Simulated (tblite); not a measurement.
Compound: C₇H₁₄FP.
SMILES with atom numbers: `[CH3:1][C@@H:2]1[CH2:3][CH2:4][P:5]([CH3:6])[CH2:7][C@@H:8]1[F:9]` (hydrogens: H10, H11, H12 on C1; H13 on C2; H14, H15 on C3; H16, H17 on C4; H18, H19, H20 on C6; H21, H22 on C7; H23 on C8)

Computed with GFN2-xTB (tblite), gas phase: L-BFGS steps from a force-field or distance-geometry start until the largest atomic force falls under 0.01 eV/Å.

Step 2: E = -799.8114 eV
```
atom  x, y, z in Å  |  force x, y, z in eV/Å
C1     -2.5138   -0.6373    0.3714    0.035   0.031   0.000
C2     -1.2893    0.2465    0.1048   -0.151  -0.049  -0.042
C3     -0.5741   -0.2201   -1.1707   -0.050  -0.013   0.118
C4      0.5692    0.6928   -1.5821    0.055   0.055   0.028
P5      1.9240    0.9277   -0.3255    0.221   0.066  -0.070
C6      2.5326   -0.8115   -0.1155   -0.025   0.045  -0.047
C7      0.8629    1.1377    1.1979    0.092  -0.018  -0.172
C8     -0.3589    0.2433    1.3243    0.015  -0.112  -0.022
F9      0.0542   -1.0569    1.5712   -0.094   0.012   0.070
H10    -3.2042   -0.5907   -0.4664    0.020   0.003  -0.062
H11    -3.0439   -0.3014    1.2581    0.005   0.026   0.081
H12    -2.2236   -1.6755    0.5188    0.066   0.048   0.002
H13    -1.6416    1.2787   -0.0343    0.146  -0.065  -0.001
H14    -0.2173   -1.2449   -1.0456   -0.012   0.047   0.115
H15    -1.2966   -0.2318   -1.9883   -0.123  -0.041  -0.021
H16     0.1773    1.6919   -1.8071    0.050  -0.029   0.033
H17     1.0365    0.3165   -2.4993    0.011   0.033   0.082
H18     3.2140   -0.8383    0.7304    0.033   0.069   0.074
H19     1.7497   -1.5413    0.0478   -0.120  -0.017   0.004
H20     3.0964   -1.0811   -1.0061    0.007   0.030  -0.073
H21     0.5357    2.1799    1.2075   -0.033   0.017  -0.016
H22     1.5164    0.9943    2.0637   -0.040  -0.040  -0.017
H23    -0.9102    0.5483    2.2282   -0.108  -0.098  -0.064
```

Step 3: E = -799.8172 eV
```
atom  x, y, z in Å  |  force x, y, z in eV/Å
C1     -2.5148   -0.6369    0.3718    0.016   0.026   0.001
C2     -1.2923    0.2444    0.1046   -0.051  -0.001  -0.021
C3     -0.5768   -0.2205   -1.1689    0.013   0.020   0.046
C4      0.5688    0.6927   -1.5808    0.089   0.068   0.046
P5      1.9331    0.9323   -0.3289    0.017  -0.058  -0.006
C6      2.5329   -0.8130   -0.1158   -0.032   0.095  -0.038
C7      0.8636    1.1376    1.1955    0.101  -0.022  -0.174
C8     -0.3601    0.2418    1.3227    0.056  -0.081  -0.013
F9      0.0521   -1.0575    1.5733   -0.081  -0.004   0.056
H10    -3.2028   -0.5907   -0.4673   -0.006   0.000  -0.059
H11    -3.0429   -0.3010    1.2592   -0.012   0.024   0.078
H12    -2.2219   -1.6734    0.5187    0.059   0.010   0.009
H13    -1.6377    1.2772   -0.0344    0.102  -0.022  -0.003
H14    -0.2176   -1.2431   -1.0425   -0.011   0.008   0.107
H15    -1.2991   -0.2329   -1.9881   -0.088  -0.040   0.002
H16     0.1786    1.6919   -1.8064    0.037  -0.023   0.033
H17     1.0373    0.3174   -2.4976   -0.007   0.019   0.073
H18     3.2142   -0.8361    0.7316    0.013   0.042   0.040
H19     1.7465   -1.5420    0.0479   -0.061   0.043  -0.008
H20     3.0963   -1.0798   -1.0078    0.007   0.004  -0.050
H21     0.5351    2.1796    1.2070   -0.029   0.005  -0.020
H22     1.5155    0.9934    2.0629   -0.047  -0.038  -0.028
H23    -0.9129    0.5456    2.2266   -0.086  -0.074  -0.070
```

Step 4: E = -799.8211 eV
```
atom  x, y, z in Å  |  force x, y, z in eV/Å
C1     -2.5157   -0.6363    0.3722   -0.010   0.015   0.006
C2     -1.2947    0.2429    0.1045    0.047   0.021  -0.002
C3     -0.5784   -0.2203   -1.1672    0.049   0.026  -0.018
C4      0.5701    0.6936   -1.5787    0.059   0.033   0.047
P5      1.9398    0.9345   -0.3315   -0.095  -0.096   0.024
C6      2.5327   -0.8126   -0.1165   -0.012   0.072  -0.021
C7      0.8658    1.1371    1.1908    0.045  -0.026  -0.096
C8     -0.3601    0.2395    1.3211    0.055  -0.024  -0.016
F9      0.0492   -1.0583    1.5759   -0.052  -0.036   0.041
H10    -3.2019   -0.5907   -0.4690   -0.015  -0.004  -0.033
H11    -3.0424   -0.3003    1.2614   -0.015   0.013   0.046
H12    -2.2195   -1.6717    0.5188    0.043  -0.002   0.012
H13    -1.6331    1.2760   -0.0346    0.057   0.030  -0.002
H14    -0.2180   -1.2418   -1.0382   -0.010  -0.006   0.090
H15    -1.3022   -0.2344   -1.9876   -0.031  -0.034   0.034
H16     0.1801    1.6916   -1.8053    0.026   0.004   0.031
H17     1.0378    0.3183   -2.4952   -0.008   0.005   0.052
H18     3.2143   -0.8336    0.7329   -0.018   0.023  -0.009
H19     1.7433   -1.5414    0.0478   -0.004   0.094  -0.019
H20     3.0962   -1.0787   -1.0099   -0.007  -0.007  -0.011
H21     0.5343    2.1793    1.2061   -0.013  -0.027  -0.033
H22     1.5139    0.9920    2.0617   -0.042  -0.031  -0.047
H23    -0.9163    0.5423    2.2240   -0.048  -0.044  -0.077
```

Question: Estimate the geometry and energy of step 5. (The exact step hangs on the optimiser's Hessian estimate; all steps are aligned on step 4, rigid shifts and turns removed.)

Answer: E = -799.8234 eV, largest force 0.130 eV/Å
```
atom  x, y, z in Å  |  force x, y, z in eV/Å
C1     -2.5165   -0.6356    0.3725   -0.010   0.011   0.005
C2     -1.2953    0.2423    0.1043    0.079   0.028   0.001
C3     -0.5786   -0.2198   -1.1666    0.047   0.012  -0.034
C4      0.5718    0.6946   -1.5765    0.007  -0.004   0.026
P5      1.9425    0.9344   -0.3328   -0.110  -0.065   0.026
C6      2.5324   -0.8113   -0.1173    0.008   0.031  -0.009
C7      0.8677    1.1363    1.1864   -0.020  -0.032  -0.008
C8     -0.3591    0.2378    1.3197    0.027   0.004  -0.018
F9      0.0464   -1.0596    1.5784   -0.026  -0.052   0.026
H10    -3.2016   -0.5907   -0.4706   -0.010  -0.006   0.000
H11    -3.0422   -0.2997    1.2635   -0.008   0.003   0.009
H12    -2.2172   -1.6706    0.5191    0.024   0.004   0.012
H13    -1.6291    1.2758   -0.0347    0.030   0.056   0.001
H14    -0.2184   -1.2410   -1.0339   -0.006  -0.007   0.068
H15    -1.3047   -0.2360   -1.9866    0.015  -0.027   0.050
H16     0.1816    1.6916   -1.8040    0.020   0.024   0.031
H17     1.0381    0.3189   -2.4927    0.002  -0.003   0.027
H18     3.2140   -0.8316    0.7334   -0.034   0.013  -0.036
H19     1.7412   -1.5392    0.0473    0.020   0.107  -0.022
H20     3.0960   -1.0781   -1.0113   -0.015  -0.009   0.014
H21     0.5335    2.1785    1.2049    0.001  -0.049  -0.045
H22     1.5121    0.9905    2.0600   -0.025  -0.025  -0.052
H23    -0.9193    0.5394    2.2208   -0.017  -0.015  -0.072
```

The energy changes by -0.0023 eV. The first-order estimate −F·Δx gives -0.0033 eV and the mean of the old and new forces, exact on a quadratic surface, -0.0024 eV. The step makes an angle of 45° with the force vector and moves no atom by more than 0.005 Å.

The cost below is that of the whole relaxation. The run took 0.48 s wall on one thread of an Arm Neoverse V1, shared host.
